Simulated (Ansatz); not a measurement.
Geometry optimisation, RKS PBE0-D4/def2-SVP (Ansatz).

Input:

```yaml
crystal:
  periodic: [false, false, false]
  atoms:
    - { symbol: Ge, position_ang: [0.0, 0.0, 0.0] }
    - { symbol: H, position_ang: [0.0, 0.0, 1.9] }
    - { symbol: H, position_ang: [1.4616, 0.0, -0.5162] }
    - { symbol: H, position_ang: [-0.73, 1.2648, -0.5162] }
    - { symbol: H, position_ang: [-0.73, -1.2648, -0.5162] }
    - { symbol: O, position_ang: [-1.9644, 0.0, 0.6527] }
    - { symbol: H, position_ang: [-2.5095, -0.6297, 0.0813] }
    - { symbol: H, position_ang: [-0.9937, 0.0, 1.8011] }
basis:
  gaussian: { orbitals: def2-SVP }
hamiltonian:
  xc: pbe0
  dispersion: d4
relax:
  f_tol: 0.15
  max_steps: 25
  restrain:
    - { distance: [0, 5], at: 1.77, k: 30.0 }
    - { distance: [7, 1], at: 0.66, k: 30.0 }
    - { distance: [0, 1], at: 2.75, k: 30.0 }
    - { distance: [7, 5], at: 2.21, k: 30.0 }
output:
  orbitals: {}
```

Run as:

```bash
$ ansatz run input.yaml --threads 1 --pin off --max-ram 2048MiB --backend cpu --events-out ev --progress --plain --runs-dir out
```

Problem. Where does it end, and by what steps?

Solution. The forces met the threshold. The restraints hold the end off the free minimum. After 20 steps the energy has fallen by 3.666 eV (the restraints' own energy left out); H5 moved furthest, 1.40 Å. Joined: H2–H8 (1.00 → 0.72 Å).

```json
{"step": "0", "energy less start (eV)": "0.0000", "largest force component (eV/Å)": "2.562", "accepted": "yes"}
{"step": "1", "energy less start (eV)": "-0.3219", "largest force component (eV/Å)": "1.948", "accepted": "yes"}
{"step": "2", "energy less start (eV)": "-0.6325", "largest force component (eV/Å)": "2.966", "accepted": "yes"}
{"step": "3", "energy less start (eV)": "-1.6721", "largest force component (eV/Å)": "2.624", "accepted": "yes"}
{"step": "4", "energy less start (eV)": "-2.4500", "largest force component (eV/Å)": "1.995", "accepted": "yes"}
{"step": "5", "energy less start (eV)": "-3.0027", "largest force component (eV/Å)": "1.425", "accepted": "yes"}
{"step": "6", "energy less start (eV)": "-3.3728", "largest force component (eV/Å)": "1.297", "accepted": "yes"}
{"step": "7", "energy less start (eV)": "-3.5063", "largest force component (eV/Å)": "1.693", "accepted": "yes"}
{"step": "8", "energy less start (eV)": "-3.5580", "largest force component (eV/Å)": "0.982", "accepted": "yes"}
{"step": "9", "energy less start (eV)": "-3.5605", "largest force component (eV/Å)": "1.367", "accepted": "yes"}
{"step": "10", "energy less start (eV)": "-3.5474", "largest force component (eV/Å)": "1.689", "accepted": "yes"}
{"step": "11", "energy less start (eV)": "-3.5355", "largest force component (eV/Å)": "1.748", "accepted": "no"}
{"step": "12", "energy less start (eV)": "-3.5550", "largest force component (eV/Å)": "1.736", "accepted": "yes"}
{"step": "13", "energy less start (eV)": "-3.5576", "largest force component (eV/Å)": "1.761", "accepted": "yes"}
{"step": "14", "energy less start (eV)": "-3.5706", "largest force component (eV/Å)": "1.773", "accepted": "yes"}
{"step": "15", "energy less start (eV)": "-3.5902", "largest force component (eV/Å)": "1.656", "accepted": "yes"}
{"step": "16", "energy less start (eV)": "-3.6132", "largest force component (eV/Å)": "1.333", "accepted": "yes"}
{"step": "17", "energy less start (eV)": "-3.6447", "largest force component (eV/Å)": "1.751", "accepted": "yes"}
{"step": "18", "energy less start (eV)": "-3.6817", "largest force component (eV/Å)": "1.324", "accepted": "yes"}
{"step": "19", "energy less start (eV)": "-3.6469", "largest force component (eV/Å)": "1.691", "accepted": "no"}
{"step": "20", "energy less start (eV)": "-3.6663", "largest force component (eV/Å)": "1.700", "accepted": "yes"}
```

```xyz
8
Properties=species:S:1:pos:R:3
Ge -0.454 -0.147 -0.409
H 0.045 0.787 2.138
H 0.749 -0.878 0.219
H -0.213 1.362 -0.506
H -0.731 -0.740 -1.810
O -1.911 -0.349 0.591
H -2.318 -1.216 0.503
H -0.634 0.552 2.160
```

Time of the run: 29 s on 1 thread of Intel(R) Xeon(R) 6975P-C (Granite Rapids), on a shared host, peak memory 0.16 GiB.
